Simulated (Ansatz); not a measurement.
Cartesian coordinates (Å):
SMILES: O=C[SiH2]O
```xyz
8

O      1.8362     0.0570     0.4845
C      1.1188     0.0641    -0.4899
Si    -0.7794    -0.0249    -0.1918
O     -0.9227    -0.0907     1.4364
H      1.5786     0.1208    -1.5027
H     -1.3326    -1.2349    -0.8530
H     -1.4320     1.1810    -0.7640
H     -0.0667    -0.0724     1.8805
```
Charge 0, multiplicity 1.

Computed with frozen-core CCSD(T)/def2-TZVPP // PBE0-D4/def2-TZVP run with Ansatz (a program for electronic structure).

```json
{
  "HF energy": "-478.97399 Ha",
  "MP2 correlation energy": "-0.74727 Ha"
}
```

**Question.** Estimate the CCSD correlation energy, the (T) correction, the total energy and the T1 diagnostic.

**Answer.** 
The CCSD correlation energy is -0.77195 Ha and the (T) correction is -0.03034 Ha. The CCSD(T) total energy is -479.77628 Ha. The T1 diagnostic is 0.015.
